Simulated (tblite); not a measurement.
Vinylcyclohexene, C8H12.
Numbering: `[CH2:1]=[CH:2][C@@H:3]1[CH2:4][CH:5]=[CH:6][CH2:7][CH2:8]1` (hydrogens: H9, H10 on C1; H11 on C2; H12 on C3; H13, H14 on C4; H15 on C5; H16 on C6; H17, H18 on C7; H19, H20 on C8)

The geometry is computed with GFN2-xTB (gas phase).

(1) List the bond lengths, angles and torsions at this level.

Answers

(1) 
| bond | length (Å) | order |
| --- | --- | --- |
| C1=C2 | 1.319 | double |
| C2–C3 | 1.497 | single |
| C3–C4 | 1.534 | single |
| C4–C5 | 1.497 | single |
| C5=C6 | 1.322 | double |
| C6–C7 | 1.498 | single |
| C7–C8 | 1.526 | single |
| C3–C8 | 1.532 | single |
| C1–H9 | 1.077 | single |
| C1–H10 | 1.078 | single |
| C2–H11 | 1.083 | single |
| C3–H12 | 1.095 | single |
| C4–H13 | 1.093 | single |
| C4–H14 | 1.096 | single |
| C5–H15 | 1.082 | single |
| C6–H16 | 1.081 | single |
| C7–H17 | 1.096 | single |
| C7–H18 | 1.093 | single |
| C8–H19 | 1.092 | single |
| C8–H20 | 1.092 | single |

Orders are formal, as drawn. A selection of angles:
| angle | degrees |
| --- | --- |
| C1–C2–C3 | 124.8 |
| C2–C3–C4 | 110.5 |
| C2–C3–C8 | 110.9 |
| C4–C3–C8 | 108.8 |
| C3–C4–C5 | 111.8 |
| C4–C5–C6 | 123.7 |
| C5–C6–C7 | 123.3 |
| C6–C7–C8 | 111.2 |
| C3–C8–C7 | 110.0 |

Dihedral angles: C1–C2–C3–C4 -118° (anticlinal); C2–C3–C4–C5 -168° (antiperiplanar); C3–C4–C5–C6 15° (synperiplanar); C4–C5–C6–C7 0° (synperiplanar); C5–C6–C7–C8 17° (synperiplanar); C6–C7–C8–C3 -48° (synclinal); C2–C3–C8–C7 -174° (antiperiplanar).

The 8 C–C bonds span 1.319 Å (C1=C2, drawn double) to 1.534 Å (C3–C4, drawn single), a spread of 0.215 Å. The 6-membered ring C3–C4–C5–C6–C7–C8 has internal angles of 108.8° to 123.7°; it is puckered, 0.21 Å rms from its mean plane, widest ring torsion 64°. Of the pairs four or more bonds apart, H10···H12 is among the closest relative to their van der Waals radii: 2.42 Å, 101 % of the sum of Bondi's values.

Point group: C1 (no symmetry element, even within 0.4 Å). Its GFN2-xTB frequencies are all real (lowest 62 cm⁻¹). One conformer, not necessarily the lowest. 3 starts were optimised and ended at 0.00, 1.00 and 5.16 kcal/mol (GFN2-xTB); the lowest of these is shown.
